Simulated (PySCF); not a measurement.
**Which determinant of LiSn⁺ lies lowest?**

Unrestricted PBE0; PySCF, scalar-relativistic core potentials, basis sets Li def2-SVP, Sn def2-SVP with ECP28. Outer shells of the fragments: Li+ closed shells only; Sn 4d10 5s2 5p2.

Followed along the bond (rough minima from three points):

```
2Ms+1  unpaired  ⟨S²⟩ at the start  R at minimum (Å)  Te (eV)
    3  σ ↑, π ↑               2.00              3.02     0.00
    1      none               0.00              2.97     0.20
    1  σ ↑, π ↓               1.01              3.08     0.28
    3      π ↑↑               2.00  none in the scan   ≤ 0.96
    1      π ↑↓               1.01  none in the scan   ≤ 1.26
```

Solutions found at the starting distance of 2.735 Å, counted from the lowest of them; the search is not exhaustive and high or unbound solutions are not listed, so other states can lie among these:

```csv
2Ms+1,unpaired,term,E (eV),⟨S²⟩,⟨Lz²⟩,μ (D)
3,"σ ↑, π ↑",³Π,0.00,2.00,1.00,-8.53
1,none,¹Σ⁺,0.21,0.00,0.00,-7.95
1,"σ ↑, π ↓",mixed,0.30,1.01,1.00,-8.55
3,π ↑↑,³Σ⁻,0.99,2.00,0.00,-8.92
1,π ↑↓,mixed,1.28,1.01,2.01,-8.78
1,none,mixed,2.09,0.00,2.00,-8.28
3,σ ↑↑,³Σ⁺,3.88,2.00,0.00,2.46
3,π ↑↑,mixed,5.43,2.00,2.00,0.65
```

A term symbol is given only where ⟨S²⟩ and ⟨Lz²⟩ are close to those of a pure state; real π, δ and φ orbitals otherwise mix terms. A positive dipole points towards Sn; it is taken about the centre of mass and depends on that origin.

Spin–orbit coupling is left out.
